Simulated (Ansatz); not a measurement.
Consider the ligand exchange at the In–Cl bond: `[Cl][In]([Cl])[Cl]` + NH₃ → `[NH2][In]([Cl])[Cl]` + HCl.

Isolated molecules relaxed with PBE0-D4/def2-TZVP in Ansatz; ΔE leaves out vibrations. CCSD(T)/CBS is the MP2 limit (def2-TZVPP, def2-QZVPP) plus CCSD(T) − MP2 in def2-TZVPP, frozen cores. This one scheme is used for every species. DFT in def2-TZVPP. def2 core potentials past Kr. For In outer-core shells are correlated without core-valence functions, which leaves a few kJ/mol of doubt a bond. One conformer a species, not always the lowest.

(1) Is it downhill or uphill in electronic energy at CCSD(T)/CBS, and by how much? (An estimate is asked.)

(2) What do these levels give: revPBE-D4, PBE0-D4, RPA@PBE/def2-TZVPP, CCSD(T)/def2-SVP, SCS-MP2/def2-QZVPP, MP2/CBS(def2)? (An estimate is asked.)

Largest T1 diagnostic among the species: 0.013.

## Answers

(1) Computed: Uphill: ΔE = +21.9 kcal/mol.

(2) Computed: revPBE-D4 22.0, PBE0-D4 23.3, RPA@PBE/def2-TZVPP 20.3, CCSD(T)/def2-SVP 23.3, SCS-MP2/def2-QZVPP 21.8, MP2/CBS(def2) 21.9 kcal/mol.

From PBE to PBE0 (25 % exact exchange), in def2-TZVPP and without D4, ΔE moves by +1.2 kcal/mol. In def2-TZVPP, CCSD(T) changes the Hartree–Fock value by −5.5 kcal/mol (the triples alone add −0.5 kcal/mol) and MP2 by −5.5 kcal/mol.
